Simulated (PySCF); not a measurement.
SMILES Cl[SiH2]N[Si](Cl)(Cl)Cl, PBE0/def2-SVP optimised geometry.

```
10

Si    -2.01     0.77     0.00
Cl    -2.79    -0.12    -1.70
N     -0.27     0.77     0.00
Si     0.83    -0.35     0.68
Cl     1.44     0.19     2.56
Cl    -0.08    -2.18     0.83
Cl     2.49    -0.47    -0.50
H     -2.49     0.00     1.18
H     -2.47     2.18     0.00
H      0.17     1.51    -0.53
```

Density from PBE0/def2-TZVP (PySCF) at that geometry.

Minimum of the electron density along straight lines between bonded atoms, close to the bond critical point (lines longer than 1.1 times the sum of covalent radii, or with two minima, are not listed):

```json
[
 {"bond": "Si1–Cl2", "length / Å": "2.069", "ρ at the minimum / e bohr⁻³": "0.097", "∇²ρ there / e bohr⁻⁵": "0.21", "position (fraction from the first atom)": "0.36"},
 {"bond": "Si1–N3", "length / Å": "1.741", "ρ at the minimum / e bohr⁻³": "0.126", "∇²ρ there / e bohr⁻⁵": "0.52", "position (fraction from the first atom)": "0.40"},
 {"bond": "N3–Si4", "length / Å": "1.711", "ρ at the minimum / e bohr⁻³": "0.139", "∇²ρ there / e bohr⁻⁵": "0.57", "position (fraction from the first atom)": "0.60"},
 {"bond": "Si4–Cl5", "length / Å": "2.049", "ρ at the minimum / e bohr⁻³": "0.103", "∇²ρ there / e bohr⁻⁵": "0.22", "position (fraction from the first atom)": "0.36"},
 {"bond": "Si4–Cl6", "length / Å": "2.044", "ρ at the minimum / e bohr⁻³": "0.104", "∇²ρ there / e bohr⁻⁵": "0.23", "position (fraction from the first atom)": "0.36"},
 {"bond": "Si4–Cl7", "length / Å": "2.046", "ρ at the minimum / e bohr⁻³": "0.103", "∇²ρ there / e bohr⁻⁵": "0.22", "position (fraction from the first atom)": "0.36"},
 {"bond": "Si1–H8", "length / Å": "1.482", "ρ at the minimum / e bohr⁻³": "0.126", "∇²ρ there / e bohr⁻⁵": "0.14", "position (fraction from the first atom)": "0.49"},
 {"bond": "Si1–H9", "length / Å": "1.485", "ρ at the minimum / e bohr⁻³": "0.125", "∇²ρ there / e bohr⁻⁵": "0.14", "position (fraction from the first atom)": "0.49"},
 {"bond": "N3–H10", "length / Å": "1.019", "ρ at the minimum / e bohr⁻³": "0.324", "∇²ρ there / e bohr⁻⁵": "-1.57", "position (fraction from the first atom)": "0.74"}
]
```
